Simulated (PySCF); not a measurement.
## Relaxation of singlet CsF₂⁻

These are results of PySCF, PBE0, basis Cs def2-TZVPD with ECP46, F def2-TZVPD (scalar-relativistic core potentials, no spin–orbit coupling, density fitting), not measurements. A (50,194) grid was used.

A hand-made linear start, of D∞h symmetry, held to at least that symmetry:

```xyz
3
charge -1 multiplicity 1, angstrom
Cs    0.0000    0.0000    0.0000
F     0.0000    0.0000    2.9600
F     0.0000    0.0000   -2.9600
```

Optimiser trace:
```tsv
step	E − E(last) (kJ/mol)	largest gradient (Eh/bohr)
0	26.78	0.01340
1	19.26	0.01215
2	0.08	0.00101
3	0.03	0.00060
4	0.00	0.00001
```

It ends at D∞h with Cs–F 2.650 Å (×2); F–Cs–F 180.0° (after a last refinement on a finer grid). No frequency check is given, so it may be a saddle point. Other isomers or separated fragments may lie lower.
